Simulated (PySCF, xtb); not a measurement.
C₃H₇NOSi, SMILES C[C@@H](C#N)[SiH2]O.

GFN2-xTB run with xtb at its own geometry gives an orbital gap of 5.33 eV and a dipole moment of 2.73 D.

Geometry optimised at B3LYP-D3(BJ)/def2-SVP. The structure was generated by enumeration; whether it is a known compound was not checked. Other conformers were not sampled.

**Question.** What does PySCF with ωB97X/def2-TZVP give? (Estimate from the structure and the level; the computed values follow.)

**Answer.** gap 12.89 eV (levels -10.89 and 2.00 eV), dipole 3.12 D.
